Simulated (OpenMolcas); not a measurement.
# GeHF3 (SMILES [F][GeH]([F])[F]): methods side by side

The species is GeHF3 (5 atoms), meant as a singlet with charge 0. SMILES: `[F][GeH]([F])[F]`. Geometry: relaxed at PBE0-D4/def2-TZVP.

Quantity: the HOMO–LUMO gap, in eV. The values are calculated.

```json
{"level": "HF/aug-cc-pVDZ", "kind": "Hartree–Fock", "program": "OpenMolcas", "value (eV)": "16.75"}
{"level": "BLYP/aug-cc-pVDZ", "kind": "GGA", "program": "OpenMolcas", "value (eV)": "7.68"}
{"level": "M06-L/aug-cc-pVDZ", "kind": "meta-GGA", "program": "OpenMolcas", "value (eV)": "8.67"}
{"level": "TPSS/aug-cc-pVDZ", "kind": "meta-GGA", "program": "OpenMolcas", "value (eV)": "8.11"}
{"level": "r2SCAN/aug-cc-pVDZ", "kind": "meta-GGA", "program": "OpenMolcas", "value (eV)": "8.69"}
{"level": "B3LYP/aug-cc-pVDZ", "kind": "global hybrid", "program": "OpenMolcas", "value (eV)": "9.92"}
{"level": "BHLYP/aug-cc-pVDZ", "kind": "global hybrid", "program": "OpenMolcas", "value (eV)": "13.04"}
{"level": "M06-2X/aug-cc-pVDZ", "kind": "hybrid meta-GGA", "program": "OpenMolcas", "value (eV)": "13.00"}
```

All-electron rows without a relativistic Hamiltonian named are non-relativistic. The values span 7.68 to 16.75 eV. Orbital gaps aren't excitation energies; they tend to grow with the share of exact exchange.
